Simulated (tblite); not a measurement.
C8H12O3.
Atom-mapped SMILES: `[CH2:1]=[CH:2][CH2:3][C@@H:4]1[O:5][CH2:6][C@@H:7]1[O:8][C:9]([CH3:10])=[O:11]` (hydrogens: H12, H13 on C1; H14 on C2; H15, H16 on C3; H17 on C4; H18, H19 on C6; H20 on C7; H21, H22, H23 on C10)

Cartesian coordinates in Å at the GFN2-xTB level; atoms count from 1:
```xyz
23
C8H12O3 angstrom
C     -0.920    2.388   -0.029
C     -1.504    1.249   -0.350
C     -1.703    0.108    0.597
C     -1.331   -1.225   -0.042
O     -1.449   -2.333    0.862
C     -0.042   -2.567    0.871
C      0.178   -1.508   -0.208
O      1.070   -0.480    0.170
C      1.606    0.262   -0.815
C      2.512    1.320   -0.252
O      1.378    0.085   -1.980
H     -0.539    2.567    0.964
H     -0.809    3.190   -0.738
H     -1.883    1.093   -1.352
H     -2.757    0.045    0.883
H     -1.112    0.255    1.503
H     -1.922   -1.394   -0.950
H      0.410   -2.306    1.832
H      0.208   -3.595    0.603
H      0.454   -1.886   -1.196
H      2.935    0.992    0.692
H      1.922    2.218   -0.083
H      3.294    1.549   -0.971
```

All values are computed: GFN2-xTB (tblite) harmonic vibrations without scaling, gas phase. Errors from tens to a few hundred cm⁻¹ against measured bands are possible. One conformer, not necessarily the lowest.

Harmonic wavenumbers (cm⁻¹): 34.7, 45.6, 60.6, 83.5, 85.7, 112.8, 185.2, 188.4, 259.9, 332.0, 382.4, 401.0, 433.2, 529.3, 576.5, 609.0, 633.5, 767.5, 859.7, 898.1, 910.7, 930.3, 960.2, 969.3, 1001.3, 1006.2, 1018.8, 1025.6, 1067.8, 1075.5, 1091.0, 1115.4, 1138.3, 1158.7, 1170.4, 1187.8, 1200.3, 1220.9, 1249.7, 1265.7, 1300.9, 1312.8, 1327.9, 1362.2, 1415.0, 1437.9, 1445.4, 1456.8, 1461.3, 1718.1, 1787.6, 2912.6, 2938.5, 2950.9, 2954.1, 2965.2, 2997.9, 3026.9, 3055.5, 3062.5, 3067.8, 3094.5, 3127.1.

A = 1462, B = 969.1, C = 691.3 MHz; mass 156.079 u (most abundant isotopes); point group C1, symmetry number 1.

Question: Zero-point energy?

Answer: Half the sum of the wavenumbers: 40711 cm⁻¹ = 116.40 kcal/mol.

Question: Give the ideal-gas entropy at 400 K and 1 bar in the rigid-rotor, harmonic-oscillator model (classical rotation).

Answer: Translation 42.53, rotation 31.05, vibration 52.57: S = 126.1 cal/(mol K).

Question: And Cp and H(400 K) − H(0)?

Answer: Cp = 56.97 cal/(mol K), of which vibrations give 49.02 (their classical limit is 63 R = 125.2); H(400 K) − H(0) = 13.32 kcal/mol without the zero-point energy, 10.14 from vibrations.

Question: How do the functions run with temperature in this model?

Answer: 
| T (K) | S (cal/(mol K)) | Cp (cal/(mol K)) | H − H(0) (kcal/mol) | G − H(0) (kcal/mol) | ln q(vib) |
| --- | --- | --- | --- | --- | --- |
| 100 | 77.3 | 22.9 | 1.61 | -6.12 | 3.31 |
| 200 | 96.2 | 32.7 | 4.39 | -14.85 | 7.10 |
| 300 | 111.6 | 44.6 | 8.24 | -25.25 | 10.47 |
| 500 | 140.1 | 67.9 | 19.58 | -50.46 | 16.86 |
| 800 | 177.4 | 90.6 | 43.67 | -98.25 | 26.00 |
| 1000 | 198.7 | 100.2 | 62.80 | -135.90 | 31.70 |

q(vib) and H(0) count from the zero-point level.

Question: Which modes carry the vibrational entropy at 400 K?

Answer: 34.7 cm⁻¹: 6.12; 45.6 cm⁻¹: 5.58; 60.6 cm⁻¹: 5.02; 83.5 cm⁻¹: 4.38; 85.7 cm⁻¹: 4.33; 112.8 cm⁻¹: 3.79 cal/(mol K); the other 57 give 23.33 together.

Question: Blend soft modes into free rotors: weight 1/[1 + (100 cm⁻¹/ν̃)⁴] for the oscillator and the rest for a rotor with moment μB/(μ + B), μ = h/(8π²ν), B = 10⁻⁴⁴ kg m². What vibrational entropy results?

Answer: 46.16 cal/(mol K) in place of 52.57, which changes −T·S at 400 K by +2.56 kcal/mol.

Question: What must be added to the electronic energy to get the Gibbs energy at 400 K and 1 bar?

Answer: ZPE + [H(400 K) − H(0)] − T·S = 116.40 + 13.32 − 50.46 = 79.26 kcal/mol.

Hindered rotation and anharmonicity are outside this model. Other conformers, if any are populated, would add a mixing term that is left out. The structure is chiral; the term R ln 2 for an equal mix with its mirror image is left out.

The run took 1.1 s of wall time on one thread, Intel Xeon Platinum 8488C (x86_64), shared host. The figure is for the frequency step alone.
